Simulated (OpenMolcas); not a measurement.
## Ionisation energies of iron

| Property | Result |
| --- | --- |
| Program | OpenMolcas |
| Basis | ANO-L-VTZP [6s5p3d2f1g] |
| Scalar Hamiltonian | non-relativistic, point nucleus |
| Spin-orbit coupling | RASSI with atomic mean-field integrals over the reference wave functions, term energies averaged over their components |

Active shells in each charge state: the valence d, s shells, with orbitals averaged over the low states. Where CASPT2's correlated closed shells are named, they are those of the first ion.

A. CASSCF
B. SS-CASPT2, IPEA 0.25 Eh, imaginary shift 0.1 Eh (closed shells correlated: 3s 3p)
C. SS-CASPT2, IPEA 0.25 Eh, imaginary shift 0.1 Eh (closed shells correlated: 2s 2p 3s 3p)
D. SS-CASPT2, IPEA 0 Eh, imaginary shift 0.1 Eh (closed shells correlated: 3s 3p)

Energies in eV between the lowest computed levels, named as in B; reference values from the NIST Atomic Spectra Database with their kind.

```tsv
From	To	A	B	C	D	Spin-orbit share in B	Reference
Fe 3d⁶ 4s² ⁵D₄	Fe+ 3d⁶ 4s ⁶D_9/2	5.141	8.425	8.435	8.514	-0.004	7.902 (measured)
Fe+ 3d⁶ 4s ⁶D_9/2	Fe2+ 3d⁶ ⁵D₄	15.167	16.051	16.053	16.105	-0.001	16.199 (measured)
```

Error against the reference values, in %:

| From | Reference | A | B | C | D |
| --- | --- | --- | --- | --- | --- |
| Fe | measured | -34.9 | +6.6 | +6.7 | +7.7 |
| Fe+ | measured | -6.4 | -0.9 | -0.9 | -0.6 |

Mean absolute error over the 2 measured values: A 1.90 eV, B 0.34 eV, C 0.34 eV, D 0.35 eV.

The lowest level within the active space need not be the ion's true ground level.
